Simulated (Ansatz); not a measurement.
Two isomers of C3H7BO: A = `CB/C=C/O`, B = `B/C=C/CO`.

Gas-phase electronic energies from Ansatz, PBE0-D4/def2-TZVP geometries. CCSD(T)/CBS adds triple-zeta CCSD(T) − MP2 to the extrapolated MP2 energy (def2 sets, frozen cores). Double bonds are as drawn, so ΔE can hold a change between cis and trans. DFT in def2-TZVPP. B3LYP here is the variant with VWN-RPA as its local correlation; programs differ in this. One conformer a species, not always the lowest.

A:

Z-matrix (Å, degrees):
```
C
B 1 1.568
H 1 1.092 2 117.2
H 1 1.097 2 109.3 3 123.0
H 1 1.097 2 109.2 3 -123.0
C 2 1.524 1 125.6 3 0.1
H 2 1.203 1 116.6 3 -179.9
C 6 1.341 2 121.7 1 -0.0
H 6 1.088 2 121.9 1 180.0
O 8 1.341 6 123.0 2 180.0
H 8 1.088 6 121.6 2 -0.0
H 10 0.961 8 110.3 6 180.0
```

B:

Z-matrix (Å, degrees):
```
C
O 1 1.412
C 1 1.491 2 112.3
H 1 1.098 2 111.9 3 -124.7
H 1 1.096 2 105.6 3 118.8
H 2 0.961 1 108.2 3 60.9
C 3 1.343 1 125.7 2 -134.7
H 3 1.090 1 114.9 2 45.2
B 7 1.530 3 120.9 1 -178.3
H 7 1.090 3 117.3 1 0.5
H 9 1.199 7 118.8 3 -3.7
H 9 1.197 7 121.9 3 176.3
```

Task: Which isomer does CCSD(T)/CBS put lower? Give the gap. (Best estimate.)

Result: The calculation gave: A, by 19.1 kcal/mol.

Task: Give E(B) − E(A) in kcal/mol with B3LYP, BLYP-D4, MP2/def2-TZVPP, CCSD(T)/def2-TZVPP, B2PLYP, r2SCAN-D4, PBE-D4. (Best estimate.)

Result: Ansatz gave: B3LYP 20.5, BLYP-D4 21.1, MP2/def2-TZVPP 19.8, CCSD(T)/def2-TZVPP 18.9, B2PLYP 20.1, r2SCAN-D4 22.9, PBE-D4 22.8. None reverses the order clearly.

Task: Does the order hold for the free energy at 298.15 K (harmonic terms from PBE0-D4)? (Best estimate.)

Result: The calculation gave: Yes: G(B) − G(A) = +18.6 kcal/mol, for one conformer each.

Largest T1 diagnostic: 0.013.

In def2-TZVPP, CCSD(T) changes the Hartree–Fock value by +2.7 kcal/mol (the triples alone add +0.5 kcal/mol) and MP2 by +3.6 kcal/mol. From PBE to PBE0 (25 % exact exchange), in def2-TZVPP and without D4, E(B) − E(A) moves by −1.1 kcal/mol.
